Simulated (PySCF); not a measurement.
## Spinor energies of Eu⁵⁴⁺ (europium, charge +54)

Start: [He] 2s2 2p5; 2p1/2 filled at m_j = -1/2, +1/2; 2p3/2 filled at m_j = -1/2, +1/2, +3/2. Calculated with PySCF 2.14 in an even-tempered Gaussian basis (17 s from 34 bohr⁻², ratio 2.4; 13 p from 45 bohr⁻², ratio 2.4; 5 d from 160 bohr⁻², ratio 2.6; 4 f from 240 bohr⁻², ratio 2.6): generalised Hartree-Fock with the X2C-1e Hamiltonian and a Gaussian nucleus; one run each with spin-orbit coupling (SO) switched off, then screened by Boettger's factors.

```csv
spinor shell,electrons,"ε, spin-free (eV)","ε, screened SO (eV)",weight of nominal j (screened SO),"rms radius, screened SO (bohr)"
1s1/2,2,-53248.7,-53234.0,1.000,0.0254
2s1/2,2,-12195.9,-12191.7,1.000,0.100
2p1/2,2,-11382.0,-11857.1,1.000,0.0855
2p3/2,3,-11382.0,-11175.0,1.000,0.0913
```

```csv
quantity,spin-free,screened SO
E (hartree),-7358.55467,-7371.33387
M_J,3/2,3/2
⟨J²⟩,3.750,3.750
⟨L²⟩,2.000,2.012
⟨S²⟩,0.750,0.762
```

Each row is a mean over spinors that exchange with the open shell spreads, by up to 53.057 eV (2s1/2).

Breit and QED terms are absent; they matter most for the inner s and p1/2 levels.

Densities and radii are taken from the X2C orbitals without a picture-change correction, which distorts them close to the nucleus.

Without spin-orbit coupling the j labels of p, d and f shells carry no meaning; the spin-free column gives the mean over the occupied spinors of each nl shell.
